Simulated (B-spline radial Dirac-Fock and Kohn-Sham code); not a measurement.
Calculated with a radial finite-basis atomic code, using Dirac-Fock ΔSCF + Breit + QED. Free neutral atoms.

Problem. Order these X-ray lines by photon energy, lowest first.
A. Sr Lβ4
B. Bi Mα2
C. Ga Lα2
D. Yb Mα2
E. Lu Mζ1
F. Au Mα1

Solution. C (1099.7 eV), E (1225.6 eV), D (1521.3 eV), A (1939.5 eV), F (2125.0 eV), B (2419.9 eV).
